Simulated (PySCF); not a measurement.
C2BFO4.
Atom-mapped SMILES: `[O:1]=[C:2]1[O:3][B:4]([F:5])[O:6][C:7]1=[O:8]`

Computed with core-valence-separated Tamm–Dancoff BHandHLYP/aug-pcX-1 in PySCF, non-relativistic, gas phase, PBE0-D3(BJ)/def2-SVP geometry. The energies are unshifted.

List the carbon K-edge absorption lines.

```tsv
E (eV)	f	core hole on	main final orbital	polarisation
284.76	0.1405	C2/C7	LUMO (2 roots, f summed)	out of plane
290.56	0.0506	C2/C7	LUMO+11 (2 roots, f summed)	out of plane
290.62	0.0285	C2/C7	LUMO+1 (2 roots, f summed)	in plane
291.67	0.0000	C2/C7	LUMO+2 (2 roots, f summed)	–
292.08	0.0263	C2/C7	LUMO+4 (2 roots, f summed)	in plane
```

The first line with a tenth or more of the strongest one's intensity is at 284.76 eV (f = 0.141, sum of 2), with the hole on C2/C7 (carbonyl carbon), polarised out of plane: a 1s→π* resonance. It is also the strongest listed.

List the boron K-edge absorption lines.

```json
{"E (eV)": "190.74", "f": "0.0924", "core hole on": "B4", "main final orbital": "LUMO+5 (45 %)", "polarisation": "out of plane"}
{"E (eV)": "192.95", "f": "0.0143", "core hole on": "B4", "main final orbital": "LUMO (61 %)", "polarisation": "out of plane"}
{"E (eV)": "193.92", "f": "0.0005", "core hole on": "B4", "main final orbital": "LUMO+1 (83 %)", "polarisation": "–"}
{"E (eV)": "196.05", "f": "0.0063", "core hole on": "B4", "main final orbital": "LUMO+2 (77 %)", "polarisation": "out of plane"}
{"E (eV)": "196.18", "f": "0.0024", "core hole on": "B4", "main final orbital": "LUMO+3 (91 %)", "polarisation": "in plane"}
{"E (eV)": "196.23", "f": "0.0011", "core hole on": "B4", "main final orbital": "LUMO+4 (91 %)", "polarisation": "in plane"}
{"E (eV)": "196.90", "f": "0.0000", "core hole on": "B4", "main final orbital": "LUMO+11 (80 %)", "polarisation": "–"}
```

The first line with a tenth or more of the strongest one's intensity is at 190.74 eV (f = 0.092), with the hole on B4 (ring boron), polarised out of plane. It is also the strongest listed.

List the oxygen K-edge absorption lines.

```tsv
E (eV)	f	core hole on	main final orbital	polarisation
528.54	0.0961	O1/O8	LUMO (2 roots, f summed)	out of plane
532.26	0.0288	O3/O6	LUMO (2 roots, f summed)	out of plane
534.32	0.0382	O3/O6	LUMO+5 (2 roots, f summed)	out of plane
534.65	0.0028	O1/O8	LUMO+1 (2 roots, f summed)	in plane
535.11	0.0023	O3/O6	LUMO+1 (2 roots, f summed)	in plane
535.68	0.0113	O1/O8	LUMO+11 (2 roots, f summed)	out of plane
535.83	0.0037	O1/O8	spread (4 roots, f summed)	in plane
536.21	0.0063	O1/O8	LUMO+4 (2 roots, f summed)	in plane
```

The first line with a tenth or more of the strongest one's intensity is at 528.54 eV (f = 0.096, sum of 2), with the hole on O1/O8 (carbonyl oxygen), polarised out of plane: a 1s→π* resonance. It is also the strongest listed.

Roots within 0.03 eV whose holes lie on the same, on equivalent or on shared atoms are summed into one line, and the highest roots are left out, as the search may have cut off their partners. Final orbitals are the ground state's empty Kohn–Sham orbitals. A dash: too weak, shared between unlike atoms, or no plane or axis to refer to.

What is the summed oscillator strength of the listed C K lines, and their intensity-weighted mean energy?

Σf = 0.246 over 5 lines from 284.76 to 292.08 eV; the weighted mean is 287.42 eV. The strongest line holds 57 % of the sum.

The list ends where the root search ended, not at a threshold.
